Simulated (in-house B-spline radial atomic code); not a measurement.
Values are calculated unless marked as measured or tabulated.
**Two electrons in InAs: a spherical dot of radius 56.5 nm with hard walls**

For InAs the NSM archive of the Ioffe Institute lists m* = 0.023 m0 and ε = 15.15. In so narrow a gap the band flattens within tens of meV, so real spacings are smaller, by up to some tenths.

Effective-mass model with parabolic bands, a uniform dielectric constant, no image charges, no central-cell or spin-orbit terms. Two-electron levels come from full CI in B-splines with partial waves to l = 5 (up to 0.001 effective hartree above the limit).

Task: What are the effective units, and what is the potential in them?

Result: Ha* = 27211.386 meV × 0.023/15.15² = 2.727 meV and a* = 0.0529177 nm × 15.15/0.023 = 34.86 nm. The radius is R = 1.62 a*. The one-electron levels are π²/2R² = 1.8804 and 4.4934²/2R² = 3.8467 Ha*.

In these units the lowest s and p orbitals lie at 1.8804 and 3.8467, and their Coulomb and exchange integrals are J_ss = 1.1025, J_sp = 0.9998 and K_sp = 0.222. (For an empty sphere J_ss = 1.786/R.) Full CI gives 4.8013 for the ground singlet, 6.4916 for the sp triplet, 6.8817 for the sp singlet and 10.3131 for the lowest triplet of two s orbitals.

Task: What does it cost to add the second electron, to first order and exactly?

Result: To first order E = 2ε_s + J_ss = 4.8632, so the charging energy E(2) − 2E(1) is J_ss = 3.006 meV. CI gives 4.8013 − 2 × (1.8804) = 1.0406, or 2.837 meV: relaxation and correlation lower it by 0.1689 meV, 5.6 % of J_ss. The s² configuration of one-electron orbitals holds 98.9 % of the state, and the mean radius is 28.9 nm.

Task: How far above the singlet do the triplets lie?

Result: To first order the sp triplet lies at ε_s + ε_p + J_sp − K_sp = 6.5049, which is 4.476 meV above 2ε_s + J_ss. CI gives 6.4916 − (4.8013) = 1.6903, or 4.609 meV, 86 % of the orbital spacing of 5.362 meV. The ss triplet lies 15.03 meV up, so the lower of the two is the sp one, and its gap equals k_BT at 53.5 K. The sp singlet-triplet splitting is 1.064 meV, against 2K_sp = 1.211 meV.
